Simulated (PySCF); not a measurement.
Cd(Cl)(OSiH3) (CdClH3OSi), SMILES [SiH3][O][Cd][Cl].

Geometry: PBE0-D3(BJ)/def2-SVP. The def2 effective core potentials stand for the cores of Cd; spin–orbit coupling is left out. The values are those of a single conformer.

Level of theory: PBE/def2-TZVPD (PySCF).

```
Item                                                                                                            Result
---------------------------------------------------------------------------------------------  -----------------------
total energy                                                                                        -994.21166 hartree
point group                                                                                                         Cs
highest occupied level                                                                                        -6.95 eV
lowest empty level                                                                                            -3.11 eV
orbital gap                                                                                                    3.84 eV
dipole moment                                                                                                   0.16 D
quadrupole, principal values (traceless, Buckingham form, about the centre of nuclear charge)   -11.51, 5.40, 6.11 D·Å
mean static polarisability                                                                       79.9 bohr³ (11.84 Å³)
polarisability, principal values                                                               62.7, 63.1, 113.9 bohr³
```
